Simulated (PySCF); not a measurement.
# ZnO under electron impact: the energy ladder

PBE0 in PySCF with def2-TZVPPD on every atom, for the lowest determinant that a PBE0 search found; no spin–orbit coupling.

| species | state (unpaired electrons) | Re (Å) | ωe (cm⁻¹) | energy of the minimum from the neutral (eV) | De (eV) | dissociates to |
| --- | --- | --- | --- | --- | --- | --- |
| ZnO | triplet (σ ↑, π ↑) | 1.867 | 530 | 0.00 | 1.44 | Zn + O |
| ZnO⁺ | doublet (π ↑) | 1.796 | 638 | 8.97 | 1.56 | Zn⁺ + O |
| ZnO⁻ | doublet (σ ↑) | 1.762 | 630 | -1.99 | 2.04 | Zn + O⁻ |

Task: Work out the lowest energy to break ZnO into atoms, from its vibrational ground state.

Result: D0 = De − ωe/2 = 1.44 − 0.03 = 1.41 eV (PBE0/def2-TZVPPD).

Task: Work out the ionisation energy of the Zn atom at this level and the threshold of dissociative ionisation.

Result: IE(Zn) = 8.97 + 1.56 − 1.44 = 9.09 eV, so Zn⁺ + O + e⁻ appears at D0 + IE(Zn) = 10.50 eV (PBE0/def2-TZVPPD). The measured IE(Zn) is 9.394 eV (NIST ASD).

Task: Work out the electron affinity of the O atom and the threshold of dissociative attachment.

Result: EA(O) = 1.44 − 2.04 − (-1.99) = 1.39 eV, so Zn + O⁻ needs D0 − EA(O) = 0.02 eV (PBE0/def2-TZVPPD). The measured EA(O) is 1.461 eV.

Task: At which energy does ion-pair formation open?

Result: Zn⁺ + O⁻ lies at D0 + IE(Zn) − EA(O) = 9.11 eV (PBE0/def2-TZVPPD).

These are thermodynamic thresholds; the onsets seen under electron impact lie higher where the geometry changes, and cross-sections peak well above them.

For an ion De counts to the pair picked by the measured ionisation energies or electron affinities, which need not be the lowest pair at this level. States were picked by a PBE0 search and need not be the measured ground states.
